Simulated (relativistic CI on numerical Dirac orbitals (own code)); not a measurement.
**Ti3+ (3d) in a crystal field**

Calculated by Dirac-Coulomb-Breit CI, separate exchange-only KLI orbitals for each configuration, model QED (radiative potential, 1s self-energy scaled to tabulated hydrogen-like ionisation energies), valence Slater integrals scaled by 0.65, one configuration in a parametric crystal field (own radial code).

Field parameters in Wybourne normalisation: Td as Oh with Dq negative (B⁴₀ = 21Dq, B⁴₄ = √(5/14) B⁴₀). The field is a parameter set, without covalency.

S is read from ⟨S²⟩ = S(S + 1).

Powder χT (cm³ K mol⁻¹) by Van Vleck's formula, with temperature-independent terms:

```csv
Field,2 K,5 K,10 K,20 K,50 K,100 K,200 K,300 K
"Td, 10Dq = -1800 cm⁻¹",0.271,0.273,0.276,0.282,0.298,0.327,0.383,0.44
"Td, 10Dq = -9150 cm⁻¹",0.354,0.354,0.355,0.356,0.359,0.365,0.376,0.388
"Td, 10Dq = -10650 cm⁻¹",0.357,0.357,0.358,0.359,0.361,0.366,0.376,0.386
"Td, 10Dq = -12100 cm⁻¹",0.359,0.359,0.36,0.361,0.363,0.368,0.376,0.385
"Td, 10Dq = -13550 cm⁻¹",0.361,0.361,0.361,0.362,0.365,0.368,0.376,0.384
"Td, 10Dq = -15000 cm⁻¹",0.362,0.363,0.363,0.364,0.366,0.369,0.376,0.383
"Td, 10Dq = -16500 cm⁻¹",0.364,0.364,0.364,0.365,0.367,0.37,0.376,0.382
"Td, 10Dq = -17950 cm⁻¹",0.365,0.365,0.365,0.366,0.367,0.37,0.376,0.382
```

Problem. For Td, 10Dq = -16500 cm⁻¹: what effective moment follows at 300 K?

Solution. μ_eff = √(8χT) = 1.75 μB. The ground level has S = 0.50; the spin-only moment for S = 1/2 is 1.73 μB. The difference comes from the orbital moment, spin-orbit mixing of terms and temperature-independent paramagnetism, all larger in this ionic model than in covalent complexes.
